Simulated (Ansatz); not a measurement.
C2H4Si, SMILES `C=C=[SiH2]` (charge 0, multiplicity 1).

Cartesian coordinates (Å):
```xyz
7

C     -1.5057    -0.1371     0.1542
C     -0.2128    -0.0189     0.0218
Si     1.4556     0.1326    -0.1489
H     -1.9628    -0.5080     1.0702
H     -2.1966     0.1289    -0.6442
H      2.1502     1.3739     0.2174
H      2.2721    -0.9713    -0.6705
```
Charge 0, spin multiplicity 1.

Frozen-core energies in 6-31g from Ansatz (a quantum-chemistry and plane-wave program) at a geometry from B3LYP-D3(BJ)/def2-TZVP; the HF reference has <S^2> = 0.00 (restricted, and unstable towards unrestricted orbitals) and the T1 diagnostic is 0.012.

```
level    energy (Ha)
-------  -----------
HF        -366.80053
MP2       -367.03674
CCSD      -367.07302
CCSD(T)   -367.08232
```

**Question.** Estimate the energies of CCSDT, CCSDT(Q) and CCSDTQ, and give each level's difference from CCSDTQ.

**Answer.** 
| level | energy (Ha) | difference from CCSDTQ (mHa) |
|---|---|---|
| MP2 | -367.03674 | 46.75 |
| CCSD | -367.07302 | 10.47 |
| CCSD(T) | -367.08232 | 1.17 |
| CCSDT | -367.08287 | 0.61 |
| CCSDT(Q) | -367.08360 | -0.11 |
| CCSDTQ | -367.08349 | 0.00 |
